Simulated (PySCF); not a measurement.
## Frontier levels across methods

Compound: BH₆NSSi.
Geometry (PBE0-D3(BJ)/def2-SVP, Å), atoms numbered from 1 in this order:
```xyz
10
BH6NSSi angstrom
N      2.350   -0.003   -0.158
B      0.970    0.172   -0.153
S     -0.070   -0.863    0.939
Si    -1.995   -0.095    0.378
H      2.832   -0.685    0.413
H      2.960    0.551   -0.744
H      0.471    1.008   -0.871
H     -2.998   -0.837    1.195
H     -2.105    1.366    0.666
H     -2.273   -0.323   -1.071
```

Basis pcSseg-2 throughout (PySCF), one geometry. One conformer (not necessarily the lowest) at the PBE0-D3(BJ)/def2-SVP geometry, without solvent, vibrations or thermal averaging.

Q: How do the orbital energies, the gap and the dipole change with the method?

A: 
| method | kind | HOMO (eV) | LUMO (eV) | gap (eV) | μ (D) | SCF cycles |
| --- | --- | --- | --- | --- | --- | --- |
| BLYP | GGA | -5.90 | -0.74 | 5.16 | 1.95 | 13 |
| B97-D | GGA | -6.03 | -0.73 | 5.30 | 1.95 | 14 |
| PBE | GGA | -6.06 | -0.90 | 5.17 | 1.98 | 14 |
| OPBE | GGA | -6.08 | -0.75 | 5.33 | 2.00 | 14 |
| KT2 | GGA | -6.12 | -0.89 | 5.23 | 1.90 | 15 |
| KT3 | GGA | -6.14 | -0.82 | 5.32 | 1.91 | 14 |
| BP86 | GGA | -6.15 | -0.95 | 5.20 | 1.97 | 14 |
| LDA | LDA | -6.17 | -1.13 | 5.04 | 1.96 | 13 |
| B3LYP | global hybrid | -6.99 | -0.18 | 6.81 | 1.91 | 12 |
| B97-2 | global hybrid | -7.00 | 0.02 | 7.02 | 1.92 | 12 |
| PBE0 | global hybrid | -7.23 | 0.01 | 7.24 | 1.93 | 13 |
| mPW1PW91 | global hybrid | -7.25 | 0.01 | 7.27 | 1.93 | 12 |
| BHandHLYP | global hybrid | -8.27 | 0.80 | 9.07 | 1.87 | 12 |
| CAM-B3LYP | range-separated hybrid | -8.50 | 0.92 | 9.42 | 1.89 | 12 |
| wB97X-D | range-separated hybrid | -9.04 | 1.77 | 10.82 | 1.93 | 13 |
| LC-wPBE | range-separated hybrid | -9.87 | 2.07 | 11.94 | 1.92 | 13 |
| HF | Hartree–Fock | -9.95 | 2.64 | 12.59 | 1.87 | 10 |

The HOMO spans 4.05 eV, from BLYP down to HF, and the gap runs from 5.04 eV (LDA) to 12.59 eV (HF). Over the methods BLYP (0 %), B97-D (0 %), PBE (0 %), OPBE (0 %), KT2 (0 %), KT3 (0 %), BP86 (0 %), LDA (0 %), B3LYP (20 %), B97-2 (21 %), PBE0 (25 %), mPW1PW91 (25 %), BHandHLYP (50 %), HF (100 %), a straight line through the gap against the share of exact exchange rises by 0.75 eV for each 10 % (correlation coefficient 0.998). The dipole ranges from 1.87 D (HF) to 2.00 D (OPBE). This basis has no diffuse functions.
